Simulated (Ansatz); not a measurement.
`CN(C)[Si]F` → `F[SiH]` + `C=NC`  (β-hydride elimination)

Isolated molecules relaxed with PBE0-D4/def2-TZVP in Ansatz; ΔE leaves out vibrations. CCSD(T)/CBS is the MP2 limit (def2-TZVPP, def2-QZVPP) plus CCSD(T) − MP2 in def2-TZVPP, frozen cores. This one scheme is used for every species. Functionals use def2-TZVPP. B3LYP here is the variant with VWN-RPA as its local correlation; programs differ in this. HSE06 is defined as in plane-wave codes. One conformer a species, not always the lowest.

CCSD(T)/CBS gives +2.72 eV.

Question: Another level gave +2.79 eV. Which?
A. B3LYP-D4/def2-TZVPP
B. HSE06-D4/def2-TZVPP
C. B3LYP/def2-TZVPP
D. ωB97X-V/def2-TZVPP

Answer: D. ωB97X-V 2.79, B3LYP-D4 2.67, HSE06-D4 2.88, B3LYP 2.49 eV.

Largest T1 diagnostic among the species: 0.015.

From BLYP to BHLYP (50 % exact exchange), in def2-TZVPP and without D4, ΔE moves by +0.33 eV. Leaving LDA and LC-ωPBE aside and taking each functional with its dispersion term where it has one, the values, not all of them listed here, spread over 0.39 eV, from BLYP-D4 to r2SCAN0-D4. LDA lies +0.60 eV from PBE without D4.
